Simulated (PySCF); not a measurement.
A run for PySCF: R-MP2/6-31G* on CH4 (SMILES C) with ghost functions, monomers drawn apart or pushed together.

```python
from pyscf import gto, scf, dft, mp
from pyscf.data.elements import chemcore

mol = gto.M(
    atom='''
    C     0.19900332    0.13941699    0.07197742
    H     0.34348482    0.56293121   -0.92090744
    H     0.34083633    0.91552429    0.82239711
    H    -0.81051269   -0.26232780    0.14999723
    H     0.92211117   -0.65928477    0.23290106
    ghost-Si   -0.21987766   -0.86943397    4.28940209
    ghost-Cl    0.22159186    1.13665453    4.52275637
    ghost-H    0.91200304   -1.52278943    3.60573110
    ghost-H   -1.45076441   -0.98927588    3.48578069
    ghost-H   -0.42017068   -1.45535321    5.62934221
    ''',
    basis='6-31g*',
    cart=True,
    charge=0, spin=0, verbose=3, max_memory=1800)
mf = scf.RHF(mol)
mf.conv_tol = 1e-8
mf.max_cycle = 100
mf.kernel()
if not mf.converged:
    mf = mf.newton().run(mf.mo_coeff, mf.mo_occ)
pt = mp.MP2(mf, frozen=chemcore(mol)).run()
```

Question: What total energy does the run end on?

Answer: -40.3328 hartree.
